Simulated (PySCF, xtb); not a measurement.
MoO₂FBr, SMILES [O]=[Mo](=[O])([F])[Br], multiplicity 1.

GFN2-xTB (xtb 6.7.1) at its own geometry gives an orbital gap of 3.42 eV and a dipole moment of 2.90 D.

Geometry: B3LYP-D3(BJ)/def2-SVP. The multiplicity is an assumed one; no other spin state was optimised. The structure was generated by enumeration; whether it is a known compound was not checked. The def2 effective core potentials stand for the cores of Mo; spin–orbit coupling is left out.

**Question.** What does PBE/def2-TZVP (PySCF) give? (Estimate from the structure and the level; the computed values follow.)

**Answer.** gap 3.76 eV (levels -8.11 and -4.35 eV), dipole 1.26 D.
